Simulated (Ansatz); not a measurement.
Relaxation of ClH$_{3}$OSn (6 atoms, charge 0, multiplicity 1), to a largest force component of 0.03 eV/Å in at most 50 steps.

These are results of RKS BLYP/def2-SVP in Ansatz 0.2.0, not measurements.

```xyz
6
Properties=species:S:1:pos:R:3:forces:R:3
Sn 0.004 0.433 -1.242 0.23 0.10 0.34
O 1.462 -0.010 1.505 -0.45 -0.29 -0.59
H 0.770 0.290 2.132 0.03 0.02 -0.02
H 1.074 -0.867 1.173 0.20 0.30 0.23
H -1.293 1.188 -0.205 0.01 -0.02 0.00
Cl -0.443 -1.862 -0.436 -0.02 -0.11 0.04
```

Where does it end, and by what steps?

It converged. After 6 steps the energy has fallen by 0.281 eV; O2 moved furthest, 0.35 Å.

| step | energy less start (eV) | largest force component (eV/Å) | accepted |
| --- | --- | --- | --- |
| 0 | 0.0000 | 0.592 | yes |
| 1 | -0.1156 | 1.071 | yes |
| 2 | -0.2239 | 0.974 | yes |
| 3 | -0.2371 | 0.837 | yes |
| 4 | -0.2769 | 0.286 | yes |
| 5 | -0.2807 | 0.119 | yes |
| 6 | -0.2811 | 0.012 | yes |

```xyz
6
Properties=species:S:1:pos:R:3
Sn 0.206 0.441 -0.969
O 1.266 0.029 1.223
H 0.677 0.422 1.902
H 0.950 -0.914 1.159
H -1.154 1.146 0.033
Cl -0.371 -1.953 -0.419
```

Whether the end is a true minimum wasn't checked by a vibrational analysis.

Time of the run: 14 s on 1 thread of Arm Neoverse V2, with other jobs on the host, peak memory 0.13 GiB.
